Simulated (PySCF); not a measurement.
## Electronic structure of Zr (zirconium, neutral) at the UHF level

Configuration: [Kr] 4d2 5s1 5p1, one real determinant (an excited configuration). Calculation: PySCF 2.14, in x2c-TZVPPall (8s6p6d2f1g, 79 functions); scalar relativity by spin-free X2C-1e.

```
Total energy                                                  : -3596.153796 hartree
One-electron energy                                           : -4963.8875 hartree
Hartree (Coulomb) energy                                      : 1480.8205 hartree
Exchange energy                                               : -113.0868 hartree
⟨S²⟩                                                          : 6.0047
⟨L²⟩                                                          : 14.047
Sum of ⟨r⟩                                                    : 33.11 bohr
Sum of ⟨r²⟩                                                   : 76.27 bohr²
Traceless quadrupole moment −½Σ⟨3z² − r²⟩ along its main axis : -13.0 e·bohr²
Langevin diamagnetic susceptibility                           : -60.4 ×10⁻⁶ cm³/mol
```

| shell | electrons | mean orbital energy (hartree) | spread (hartree) | rms radius, mean of both spins (bohr) |
| --- | --- | --- | --- | --- |
| 1s α | 1 | -665.10409 | 0 | 0.0426 |
| 1s β | 1 | -665.10299 | 0 | 0.0426 |
| 2s α | 1 | -94.83305 | 0 | 0.176 |
| 2s β | 1 | -94.82147 | 0 | 0.176 |
| 2p α | 3 | -84.36927 | 0.00095 | 0.157 |
| 2p β | 3 | -84.35901 | 0.00069 | 0.157 |
| 3s α | 1 | -16.72216 | 0 | 0.488 |
| 3s β | 1 | -16.71303 | 0 | 0.488 |
| 3p α | 3 | -13.20962 | 0.00144 | 0.496 |
| 3p β | 3 | -13.20131 | 0.00201 | 0.496 |
| 3d α | 5 | -7.43320 | 0.02515 | 0.495 |
| 3d β | 5 | -7.41650 | 0.00693 | 0.495 |
| 4s α | 1 | -2.58002 | 0 | 1.30 |
| 4s β | 1 | -2.49715 | 0 | 1.30 |
| 4p α | 3 | -1.58591 | 0.00550 | 1.47 |
| 4p β | 3 | -1.47696 | 0.00892 | 1.47 |
| 4d α | 2 | -0.36253 | 0.00588 | 2.39 |
| 5s α | 1 | -0.29906 | 0 | 4.03 |
| 5p α | 1 | -0.16722 | 0 | 5.25 |

⟨L²⟩ = 14.05 against 20 for a pure G term, so this real determinant mixes terms.

Densities and radii are taken from the X2C orbitals without a picture-change correction, which distorts them close to the nucleus.

Spin-orbit constants ζ (cm⁻¹) from the X2C one-electron operator on these orbitals: bare nucleus, nucleus screened by l(l+1)(2l+1)/3 electrons, and screened by the Breit-Pauli mean field of the electrons.

```csv
shell,bare,screened nucleus,mean field
2p,469400,446000,435400
3p,75650,71860,69870
3d,10370,7776,7365
4p,8894,8449,8182
4d,539.4,404.6,365.6
5p,570.2,541.7,523.2
```

To first order the Landé constant is A = 101.2 cm⁻¹, so the lowest level has J = 2 and lies 0.126 eV below the centre of the term. This holds in LS coupling only.
